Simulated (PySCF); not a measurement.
## Radial density of Ge²⁺ (germanium, charge +2)

UHF, [Ar] 3d9 4s2 4p1, one real determinant (an excited configuration). All numbers are calculated (PySCF 2.14, the spin-free X2C one-electron Hamiltonian (Gaussian nucleus), in aug-cc-pVTZ-DK (7s6p4d2f, 59 functions)).

| r (bohr) | 4πr²ρ (e/bohr) | 4πr²(ρα − ρβ) |
| --- | --- | --- |
| 0.000790 | 0.2948 | 0.0000 |
| 0.00133 | 0.7295 | 0.0000 |
| 0.00223 | 1.767 | 0.0000 |
| 0.00376 | 4.138 | 0.0001 |
| 0.00632 | 9.158 | 0.0002 |
| 0.0106 | 18.35 | 0.0004 |
| 0.0179 | 30.94 | 0.0012 |
| 0.0301 | 39.29 | 0.0043 |
| 0.0506 | 34.74 | 0.0166 |
| 0.0851 | 33.54 | 0.0522 |
| 0.143 | 45.79 | 0.1489 |
| 0.241 | 29.68 | 0.5555 |
| 0.405 | 25.05 | 1.4052 |
| 0.681 | 23.06 | 1.2212 |
| 1.15 | 5.779 | 0.5407 |
| 1.93 | 1.957 | 0.5792 |
| 3.24 | 0.3415 | 0.1693 |
| 5.45 | 0.003331 | 0.0022 |

Densities and radii are taken from the X2C orbitals without a picture-change correction, which distorts them close to the nucleus.

⟨L²⟩ = 8.03 against 12 for a pure F term, so this real determinant mixes terms.
